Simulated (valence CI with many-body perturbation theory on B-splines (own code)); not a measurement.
Hyperfine factors and g values of Mo29+

Calculated by configuration interaction combined with many-body perturbation theory (CI+MBPT): three valence electrons over a frozen Dirac-Fock core [Ne], radial functions for each j: 11 s, 11 p, 10 d, 8 f, 5 g, 2 h, with the one-electron correlation potential Σ1, the two-electron term Σ2, the three-electron term Σ3, Breit, model QED; selected CI, second order for the rest, scaled by the run's own slope (own B-spline code, finite nucleus).

No measured spectrum was set against this ion. As an estimate, large intervals hold to a few tenths of a per cent, small ones and those within an open d or f shell to about a per cent.

A/g_I is the dipole constant over the nuclear g factor μ/I (μ in nuclear magnetons, uniformly magnetised nucleus), B/Q the quadrupole constant per barn. Both hold the static response of the core; the bare values leave it out. Large factors of s and p1/2 electrons are usually good to 5 to 10 %; those of open d and f shells near neutrality can be off by tens of per cent, and small factors of p3/2, d and f electrons come from cancelling terms and can be off by a factor of two or in sign, in half-filled shells by more. B is blank for J = 1/2, where it vanishes, and for nearly pure S terms. Energies count from the lowest level.

Names give the largest LS component (configuration and term), which can be under half, so a name can repeat, a term be missing and a line seem to break the LS rules; names also repeat where a configuration has a term twice. Letters in brackets count levels of one name in rising energy.

```
             Level  E (cm⁻¹)      g  A/g_I (MHz)  A/g_I bare  B/Q (MHz/b)  B/Q bare
     3s²3p ²P°_1/2         0  0.661       170000      165000                       
     3s²3p ²P°_3/2    204080  1.331        30300       30200        55100     53700
      3s3p² ⁴P_1/2    539870  2.508       432000      420000                       
      3s3p² ⁴P_3/2    668530  1.702       140000      136000        44700     43600
      3s3p² ⁴P_5/2    724100  1.456       154000      149000        -1860     -1770
      3s3p² ²D_3/2    816910  0.869        -6810       -5870        55900     54600
      3s3p² ²P_1/2    891560  1.145       -13200      -11900                       
      3s3p² ²D_5/2    914310  1.334       122000      119000        43100     42200
      3s3p² ²P_3/2   1080800  1.098       -17100      -15200       -27300    -26400
      3s3p² ²S_1/2   1096700  1.674       504000      487000                       
      3s²3d ²D_3/2   1151200  0.985       -31100      -29000         2170      2390
      3s²3d ²D_5/2   1162300  1.201        28000       27900        25900     26000
       3p³ ²D°_3/2   1403100  1.229        17100       17900        44500     43600
    3s3p3d ⁴F°_3/2   1500700  0.589       -43200      -41000        13000     13100
3s3p3d ²D°_5/2 [a]   1511400  1.142       103000      100000       -17900    -17100
       3p³ ⁴S°_3/2   1549600  1.379       -21600      -18900        -7220     -6910
    3s3p3d ⁴F°_5/2   1557400  1.105        34200       34000         4010      4420
    3s3p3d ⁴F°_7/2   1606300  1.256        91000       88800         4730      5440
    3s3p3d ⁴D°_3/2   1627800  1.342        68700       67800        10700     10500
    3s3p3d ⁴P°_5/2   1630400  1.446        90700       88800        18300     18400
    3s3p3d ⁴D°_1/2   1630500  0.286      -181000     -174000                       
       3p³ ²P°_1/2   1669000  0.656       144000      138000                       
3s3p3d ²F°_5/2 [a]   1730900  0.931        25900       25600        40000     39800
    3s3p3d ⁴F°_9/2   1734100  1.331        74500       73000        67700     66900
3s3p3d ²D°_3/2 [a]   1755100  1.063       -11700      -10400         2970      2970
    3s3p3d ⁴D°_5/2   1774700  1.337        85400       83800        -3230     -3360
    3s3p3d ⁴D°_7/2   1776300  1.380        87200       85500         1310      1510
    3s3p3d ⁴P°_1/2   1778400  2.405       285000      277000                       
3s3p3d ⁴P°_3/2 [a]   1780700  1.266        86900       84900       -14500    -14100
3s3p3d ⁴P°_3/2 [b]   1789500  1.433         3420        5320       -27200    -26700
3s3p3d ²D°_5/2 [b]   1837300  1.279       108000      105000       -22000    -21200
3s3p3d ²D°_3/2 [b]   1902300  1.047         -635         372       -14700    -14100
3s3p3d ²F°_7/2 [a]   1907500  1.143        13600       14200        67000     66300
3s3p3d ²F°_7/2 [b]   1984100  1.162        57400       56200        57400     56900
3s3p3d ²F°_5/2 [b]   1986500  0.904       -27100      -25200        49500     49000
3s3p3d ²P°_1/2 [a]   1990700  0.641      -151000     -145000                       
3s3p3d ²P°_1/2 [b]   2024000  0.660        58800       57000                       
3s3p3d ²P°_3/2 [a]   2049400  1.258       127000      123000        13200     13300
3s3p3d ²D°_5/2 [c]   2057400  1.145       -32000      -29600       -27400    -26300
3s3p3d ²P°_3/2 [b]   2071700  1.097          839        1980       -44000    -42900
```

(1) Take the isotope of mass number 95, with I = 5/2, μ = -0.9132 μN and Q = -0.022 b. What is the hyperfine structure of 3s²3p ²P°_3/2?

## Answers

(1) From the table A = -11100 MHz, B = -1210 MHz. Shifts from the centre of gravity in MHz: F = 1: 57400, F = 2: 36200, F = 3: 3440, F = 4: -41900.
